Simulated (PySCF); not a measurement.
MoOF3, SMILES [O]=[Mo+]([F])([F])[F], charge +1, multiplicity 1.

Geometry optimised at r2SCAN-D4/def2-SVP. The multiplicity is an assumed one; other spin states were not compared. The isomer is the one that the SMILES or the coordinates give; other isomers of the formula were not compared. The def2 effective core potentials stand for the cores of Mo; spin–orbit coupling is left out.

Two levels are set side by side: PBE/def2-TZVPD (PySCF) and CAM-B3LYP/def2-TZVPD (PySCF). Same geometry, gas phase. Differences are taken from unrounded values.

| quantity | CAM-B3LYP |
|---|---|
| orbital gap (eV) | 10.26 |
| highest occupied level (eV) | -20.10 |
| lowest empty level (eV) | -9.84 |
| mean polarisability (bohr³) | 35.0 |

What does PBE give, and how far is it from CAM-B3LYP? (An estimate is asked for; the answer gives what the named calculation found.)


| quantity | PBE | PBE minus CAM-B3LYP |
|---|---|---|
| orbital gap (eV) | 5.19 | -5.07 |
| highest occupied level (eV) | -16.76 | 3.34 |
| lowest empty level (eV) | -11.57 | -1.73 |
| mean polarisability (bohr³) | 36.5 | 1.5 |

PBE's occupied levels lie high since its potential decays too fast outside the molecule; exact exchange lowers them and widens the gap. Loosely held outer electrons make PBE densities more polarisable. Differences between two approximate levels are no errors against the true value.

Rough cost on one machine, each run with all the roots and properties that it gave: CAM-B3LYP against PBE within a factor of 2.
